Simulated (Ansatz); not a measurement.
Input and output for H7InSSi2 (`[SiH3][SiH2][S][InH2]`).

```yaml
crystal:
  periodic: [false, false, false]
  atoms:
    - {symbol: Si, position_ang: [-0.811975, 1.677526, -0.142172]}
    - {symbol: Si, position_ang: [1.246839, 0.577887, 0.001642]}
    - {symbol: S, position_ang: [1.104886, -0.986384, 1.450025]}
    - {symbol: In, position_ang: [-0.283613, -2.530450, 0.247195]}
    - {symbol: H, position_ang: [-0.846675, 2.712224, -1.212478]}
    - {symbol: H, position_ang: [-1.130737, 2.319005, 1.161543]}
    - {symbol: H, position_ang: [-1.866942, 0.663614, -0.430429]}
    - {symbol: H, position_ang: [1.642977, 0.051070, -1.334219]}
    - {symbol: H, position_ang: [2.308129, 1.514136, 0.460300]}
    - {symbol: H, position_ang: [-0.666291, -2.083368, -1.360196]}
    - {symbol: H, position_ang: [-0.696608, -3.915260, 1.158789]}
basis:
  gaussian: {orbitals: def2-mTZVPP}
hamiltonian: {xc: {name: r2SCANh}}
```

```sh
$ ansatz run in.yaml --threads 4 --pin off --events-out ev --progress --plain --max-ram 10444MiB
```

Output, abridged:

```
Functional definition: r2SCANh
1506 factors; their error is unknown
mean field evaluation 1: about -31877.5478 eV, gradient 2.2e1 eV
mean field evaluation 2: about -31875.9465 eV, gradient 3.2e1 eV
mean field evaluation 4: about -31879.0329 eV, gradient 1.7e0 eV
mean field evaluation 8: about -31879.0406 eV, gradient 2.7e-2 eV
mean field evaluation 16: about -31879.1091 eV, gradient 1.6e-5 eV
mean field -31879.10913508 eV, -1171.5356522778 hartree, gradient 1.6e-5 eV, S^2 0.000000; 0 other end points of the search recorded, 0 dependent functions left out
reference -31879.10915759 eV, -1171.5356531053 hartree; 36, 36 occupied and 116, 116 virtual orbitals, 1506 factors
Total energy: -31879.10915759 eV, -1171.5356531053 hartree
```

Run time 3.7 s (4 threads of an Arm Neoverse V2 on a shared host); peak host memory 0.59 GiB.
